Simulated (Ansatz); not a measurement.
Program: Ansatz. Geometries: PBE0-D4/def2-TZVP. ΔE: electronic, gas phase. CCSD(T)/CBS is the MP2 limit (def2-TZVPP, def2-QZVPP) plus CCSD(T) − MP2 in def2-TZVPP, frozen cores. This one scheme is used for every species. DFT in def2-TZVPP. Each species was taken in one conformer, which may not be the lowest.

`O[B](F)[AlH][F]` + CH₃OH → `COB(O)F` + `[F][AlH2]`  (cleavage of the B–Al bond)

```tsv
species	LDA (SPW92) energy (Eh)
`O[B](F)[AlH][F]`	-540.56553
CH₃OH	-114.83507
`COB(O)F`	-313.59323
`[F][AlH2]`	-341.86623
```

Problem. Work out ΔE.

Solution. ΔE = (-313.59323) + (-341.86623) − (-540.56553) − (-114.83507) = -0.05886 Eh = -1.60 eV. CCSD(T)/CBS gives -1.63 eV.

Largest T1 diagnostic among the species: 0.014.

From BLYP to BHLYP (50 % exact exchange), in def2-TZVPP and without D4, ΔE moves by −0.23 eV. At CCSD(T), def2-SVP lies −0.25 eV from the extrapolated value and def2-TZVPP −0.03 eV.
